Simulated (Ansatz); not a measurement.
The same path of C₂H₁₁NSi₂ (16 atoms, charge 0, multiplicity 1) was run twice with different band settings. The coordinate that changes most is the dihedral H13–Si4–Si5–H16.

Method: RKS PBE-D4/STO-3G in Ansatz.

Relaxed end points:

```xyz
16
Properties=species:S:1:pos:R:3
C 0.340 0.264 -1.728
C 0.949 0.320 -0.292
N 2.393 -0.213 -0.377
Si -0.173 -0.557 0.993
Si -2.237 0.339 1.153
H -0.651 0.756 -1.758
H 1.008 0.777 -2.446
H 0.215 -0.783 -2.065
H 1.049 1.391 -0.008
H 2.715 -0.227 0.649
H 2.260 -1.267 -0.546
H -0.249 -1.965 0.619
H 0.511 -0.502 2.280
H -2.944 0.261 -0.117
H -2.171 1.741 1.537
H -3.038 -0.357 2.150
```

```xyz
16
Properties=species:S:1:pos:R:3
C 0.066 -0.352 -1.755
C 0.866 0.198 -0.534
N 2.316 -0.308 -0.661
Si -0.002 -0.208 1.128
Si -2.047 0.725 1.330
H -0.952 0.082 -1.791
H 0.587 -0.100 -2.698
H -0.031 -1.453 -1.700
H 0.933 1.304 -0.642
H 2.781 0.031 0.247
H 2.232 -1.359 -0.449
H -0.082 -1.659 1.240
H 0.876 0.248 2.199
H -1.972 2.174 1.230
H -2.650 0.398 2.614
H -2.945 0.255 0.285
```

Common settings: spring 5.0 eV/Å²; optimiser quadratic models (default); start path IDPP; force threshold 0.05 eV/Å; end points relaxed.

| run | movable images | climbing image | iteration limit |
| --- | --- | --- | --- |
| 1 | 7 | yes | 19 |
| 2 | 4 | no | 55 |

(1) What does each run give, and how far can it be trusted?

## Answers

(1) Run 1: converged after 4 iterations, highest image 0.022 eV above the first end. A vibrational analysis at the climbing image gives one clearly imaginary mode, 70i cm⁻¹: a first-order saddle point.
Run 2: converged after 4 iterations, highest image 0.020 eV above the first end. No image climbed, so the highest image needn't sit at the top of the path.
Limits of this set-up: minimal basis.
